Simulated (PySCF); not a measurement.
## Multinuclear NMR of C$_{5}$H$_{8}$N$_{2}$OSi

Numbering as in the mapped SMILES `[CH2:1]=[CH:2][c:3]1[cH:4][c:5]([O:6][SiH3:7])[n:8][nH:9]1`. Each H is labelled by its parent atom. Ha(C1) is cis to C3; Hb(C1) is trans to C3.

No solvent, no relativistic terms, equivalent nuclei averaged, a single conformation. NMR shieldings at PBE0/pcSseg-1/GIAO; GFN2-xTB geometry; PySCF 2.14.0 with density-fitted response routines.

Question: Where does $^{29}$Si resonate?

Answer: 
```csv
atoms,environment,σ (ppm),δ (ppm)
Si7,"silicon bonded to O, 3 H",388.9,-39.7
```

Shieldings were converted by a linear fit to measured shifts: $^{29}$Si: δ = 279.94 − 0.822σ (rms 8.9 ppm, 72 shifts, 25.8 ppm with the 6 outliers that the fit left out vs TMS, solution or neat liquid). Occasional misses reach two or three times the rms, and more in compound classes unlike the fitted ones.

On a 500 MHz spectrometer $^{29}$Si resonates near 99.3 MHz, so 1 ppm is 99.3 Hz.

Question: Predict the $^{15}$N NMR data.

Answer: 
```
atoms                         environment  σ (ppm)  δ (ppm)
   N8  pyridine-type nitrogen of an azole    -31.0   -119.5
   N9          pyrrole-type ring nitrogen     67.7   -210.5
```

Shieldings were converted by a linear fit to measured shifts: $^{15}$N: δ = -148.07 − 0.921σ (rms 6.3 ppm, 71 shifts vs CH3NO2, solution or neat liquid). A few per cent of atoms miss by over 2 rms, more outside the fitted compound classes.

On a 300 MHz spectrometer $^{15}$N resonates near 30.4 MHz, so 1 ppm is 30.4 Hz.

Question: What are the $^{17}$O shifts?

Answer: 
```json
{"atoms": "O6", "environment": "oxygen bonded to C, Si", "σ (ppm)": "262.0", "δ (ppm)": "28.1"}
```

Shieldings were converted by a linear fit to measured shifts: $^{17}$O: δ = 266.70 − 0.911σ (rms 10.7 ppm, 155 shifts, 12.2 ppm with the 3 outliers that the fit left out vs liquid water, solution or neat liquid). A few per cent of atoms miss by over 2 rms, more outside the fitted compound classes.

On a 400 MHz spectrometer $^{17}$O resonates near 54.2 MHz, so 1 ppm is 54.2 Hz.
